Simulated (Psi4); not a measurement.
Two rigid molecules brought together: F4Si ··· O2S (SMILES F[Si](F)(F)F and O=S=O), singlet. Monomers: optimised at B3LYP-D3(BJ) (def2-TZVP), held rigid. Orientation: lowest of the rigid-body minima from ten starts at GFN2-xTB. The monomers approach along the line of their centres of mass (distance R); nothing else relaxes.

Calculation: SAPT0/jun-cc-pVDZ, frozen core run with Psi4 1.11.

Components in kcal/mol:

| R / Å | electrostatics | exchange | induction | dispersion | total |
|---|---|---|---|---|---|
| 3.17 | -43.61 | 90.13 | -12.44 | -8.86 | 25.23 |
| 3.35 | -26.49 | 51.07 | -6.84 | -6.25 | 11.49 |
| 3.57 | -14.75 | 25.15 | -3.25 | -4.12 | 3.03 |
| 3.78 | -8.73 | 12.66 | -1.62 | -2.80 | -0.49 |
| 4.01 | -5.16 | 5.91 | -0.78 | -1.86 | -1.89 |
| 4.17 | -3.70 | 3.46 | -0.49 | -1.42 | -2.15 |
| 4.50 | -2.03 | 1.12 | -0.20 | -0.82 | -1.93 |
| 4.79 | -1.30 | 0.40 | -0.10 | -0.52 | -1.52 |
| 5.29 | -0.68 | 0.06 | -0.03 | -0.25 | -0.90 |
| 5.97 | -0.32 | 0.00 | -0.01 | -0.11 | -0.44 |
| 6.95 | -0.13 | 0.00 | 0.00 | -0.04 | -0.17 |
| 8.25 | -0.05 | 0.00 | 0.00 | -0.01 | -0.06 |
